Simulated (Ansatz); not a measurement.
System: CBr₄, charge 0, singlet. CBr4 (SMILES BrC(Br)(Br)Br).
B3LYP-D3(BJ)/def2-TZVP minimum from Ansatz (an electronic-structure program):
```
C
Br 1 1.9535
Br 1 1.9535 2 109.47
Br 1 1.9535 2 109.47 3 120.00
Br 1 1.9535 2 109.47 4 120.00
```
Charge 0, spin multiplicity 1.

Quantity: atomisation energy (electronic, to ground-state atoms), in kJ/mol. UHF or UKS for unpaired electrons; spin-orbit terms are left out. Correlated methods leave the cores frozen (noble-gas shells, and filled d and f shells in the p block). No relativity. CBS(X,Y): correlation extrapolated as X^-3, Hartree-Fock from the larger set. A bracket is a step between two methods taken in the basis named. Double hybrids freeze cores in their MP2 part. Spin-orbit terms, left out, reach several kcal/mol for Br and I, and more for heavier atoms.

CCSD(T)/CBS(cc-pVTZ,cc-pVQZ) + [CCSDT(Q) - CCSD(T)]/cc-pVDZ (Ansatz) gives 1103.3 kJ/mol.

Problem. What does PBE/def2-TZVPD (Ansatz) give here, and how do the other levels compare?

Solution. PBE gives 1183.4 kJ/mol, 80.1 kJ/mol above it. Differences of the others: r2SCAN/def2-TZVPD (Ansatz) 27.1; B3LYP/def2-TZVPD (Ansatz) -71.8; PBE0/def2-TZVPD (Ansatz) 13.3; B2PLYP/def2-TZVPD (Ansatz) -42.1; CCSD(T)/CBS(cc-pVTZ,cc-pVQZ) (Ansatz) -2.1 kJ/mol.
